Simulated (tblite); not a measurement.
Species: C4H4O4P (charge -1).
Numbering: `[O:1]=[P@:2]([O-:3])([OH:4])[c:5]1[cH:6][cH:7][cH:8][o:9]1` (hydrogens: H10 on O4; H11 on C6; H12 on C7; H13 on C8)

Structure used (GFN2-xTB), in Å, numbered top down from 1:
```xyz
13
C4H4O4P angstrom
O      2.1952   -1.7898    0.2490
P      1.8808   -0.4575   -0.3106
O      2.2206   -0.0845   -1.7142
O      2.5064    0.7226    0.6765
C      0.0858   -0.1218   -0.0374
C     -0.9333   -1.0045    0.1618
C     -2.1205   -0.2383    0.2312
C     -1.7339    1.0550    0.0623
O     -0.4018    1.1325   -0.1036
H      2.5338    1.4714    0.0844
H     -0.8272   -2.0658    0.2530
H     -3.1216   -0.5940    0.3872
H     -2.2885    1.9752    0.0426
```

Computed geometry: GFN2-xTB, gas phase.

Masses are those of the commonest isotopes; rigid-rotor values at the optimised geometry. The values belong to one conformer with, in the numbering `[O:1]=[P@:2]([O-:3])([OH:4])[c:5]1[cH:6][cH:7][cH:8][o:9]1`, O1–P2–O4–H 160°, O1–P2–C5–C6 -23°.

**Question.** What are A, B and C (GHz)?

**Answer.** Ia = 163.22, Ib = 488.67, Ic = 546.74 u·Å²; 505379 MHz·u·Å²/I gives 3096, 1034 and 924.3 MHz, that is A = 3.0964, B = 1.0342, C = 0.9243 GHz.

**Question.** What kind of rotor is it?

**Answer.** An asymmetric top: κ = (2 × 1034 − 3096 − 924.3)/(3096 − 924.3) = -0.90.

**Question.** Is it planar, by Δ = Ic − Ia − Ib?

**Answer.** Not planar: Δ = Ic − Ia − Ib = -105.14 u·Å². For a rigid frame Δ = −2 Σ m c², so Σ m c² = 52.57 u·Å² lies off the ab plane: 0.34 from hydrogen and 52.23 from heavier atoms. The atom farthest from that plane is 1.38 Å away.

**Question.** Where do the levels up to J = 5 lie, in MHz?

**Answer.** Above 0(0,0):
J = 1: 1(0,1) 1959, 1(1,1) 4021, 1(1,0) 4131
J = 2: 2(0,2) 5871, 2(1,2) 7828, 2(1,1) 8158, 2(2,1) 14344, 2(2,0) 14348
J = 3: 3(0,3) 11730, 3(1,3) 13536, 3(1,2) 14195, 3(2,2) 20220, 3(2,1) 20241, 3(3,1) 30808, 3(3,0) 30808
J = 4: 4(0,4) 19522, 4(1,4) 21142, 4(1,3) 22240, 4(2,3) 28051, 4(2,2) 28114, 4(3,2) 38650, 4(3,1) 38651, 4(4,1) 53463, 4(4,0) 53463
J = 5: 5(0,5) 29231, 5(1,5) 30643, 5(1,4) 32288, 5(2,4) 37834, 5(2,3) 37981, 5(3,3) 48457, 5(3,2) 48460, 5(4,2) 63265, 5(4,1) 63265, 5(5,1) 82310, 5(5,0) 82310

**Question.** Estimate the classical rotational partition function at 10 K, 50 K and 200 K.

**Answer.** Point group C1, symmetry number σ = 1; q = (√π/σ)·√((kT/h)³/(ABC)), k/h = 20836.6 MHz/K: 3100 at 10 K, 34600 at 50 K, 277000 at 200 K.

Its GFN2-xTB frequencies are all real (lowest 30 cm⁻¹). These are rigid-rotor constants of the computed structure; measured ground-state constants (B0) also hold zero-point vibration.
